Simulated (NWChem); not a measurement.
Atomisation of SZn

```xyz
2

Zn     0.0000     0.0000     0.7215
S      0.0000     0.0000    -1.3528
```
Charge 0, spin multiplicity 1.

Program: NWChem. All single points use one geometry, from B3LYP/def2-SVP, a minimum by its harmonic frequencies.

Basis set: def2-TZVP. The atomisation energy is electronic alone: no zero-point, thermal, spin-orbit or counterpoise terms. No value is extrapolated to the basis-set limit. Free atoms are single determinants with multiplicities Zn 1, S 3.

B3LYP has NWChem's definition, with VWN1-RPA local correlation. The structure started from a generated list of species. No SCF solution was tested for a lower state. Open-shell Hartree-Fock references start from PBE0 orbitals.

Task: One of these methods gave an atomisation energy of -5.4 kcal/mol. Which?
(A) LDA (SVWN5)
(B) PBE0
(C) HF
(D) BHandHLYP

Result: C, HF. The others give 33.2 (PBE0), 52.3 (LDA (SVWN5)), 22.0 (BHandHLYP).
